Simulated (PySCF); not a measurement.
# Correlation energy of Ca (calcium, neutral)

[Ar] 3d2, high-spin 3F determinant (an excited configuration). All numbers are calculated (PySCF 2.14, scalar relativity by spin-free X2C-1e, in x2c-QZVPPall (11s7p4d3f, 73 functions)). Frozen: [Ne]; 10 electrons correlated.

```tsv
level	correlation energy (mhartree)
CCSD	-253.21
(T)	-7.97
CCSD(T)	-261.18
```

Diagnostics: T1 = 0.019, D1 = 0.0584, largest double amplitude 0.130.

Cost of the coupled-cluster step: of the order of 17 core-seconds, for 10 correlated electrons.

Iterations:

```
CC2 = 0
CCSD nocc = (np.int64(6), np.int64(4)), nmo = (68, 68)
frozen orbitals [[0, 1, 2, 3, 4], [0, 1, 2, 3, 4]]
max_cycle = 100
direct = 0
conv_tol = 1e-08
conv_tol_normt = 1e-06
diis_space = 8
diis_start_cycle = 0
Init t2, MP2 energy = -0.230713850582079
Init E_corr(UCCSD) = -0.230713850591503
cycle = 1  E_corr(UCCSD) = -0.246991876723312  dE = -0.0162780261  norm(t1,t2) = 0.0617238
cycle = 2  E_corr(UCCSD) = -0.251295210075094  dE = -0.00430333335  norm(t1,t2) = 0.0224573
cycle = 3  E_corr(UCCSD) = -0.253438518898814  dE = -0.00214330882  norm(t1,t2) = 0.0126393
cycle = 4  E_corr(UCCSD) = -0.253255763227379  dE = 0.000182755671  norm(t1,t2) = 0.00127919
cycle = 5  E_corr(UCCSD) = -0.253191206549903  dE = 6.45566775e-05  norm(t1,t2) = 0.00105451
cycle = 6  E_corr(UCCSD) = -0.253208110814346  dE = -1.69042644e-05  norm(t1,t2) = 0.000266476
cycle = 7  E_corr(UCCSD) = -0.253210216704347  dE = -2.10589e-06  norm(t1,t2) = 6.37959e-05
cycle = 8  E_corr(UCCSD) = -0.253208917754769  dE = 1.29894958e-06  norm(t1,t2) = 1.22193e-05
cycle = 9  E_corr(UCCSD) = -0.253208991798273  dE = -7.40435032e-08  norm(t1,t2) = 2.90269e-06
cycle = 10  E_corr(UCCSD) = -0.253208967931611  dE = 2.3866662e-08  norm(t1,t2) = 5.154e-06
cycle = 11  E_corr(UCCSD) = -0.253208995961993  dE = -2.8030382e-08  norm(t1,t2) = 1.62046e-06
cycle = 12  E_corr(UCCSD) = -0.253208984983964  dE = 1.0978028e-08  norm(t1,t2) = 1.15761e-07
cycle = 13  E_corr(UCCSD) = -0.253208983429037  dE = 1.55492763e-09  norm(t1,t2) = 3.16899e-08
UCCSD converged
E(UCCSD) = -679.6895399281318  E_corr = -0.2532089834290369
UCCSD(T) correction = -0.00796789455984575
```

This basis was not built for core-valence correlation, so the inner-shell part is incomplete.
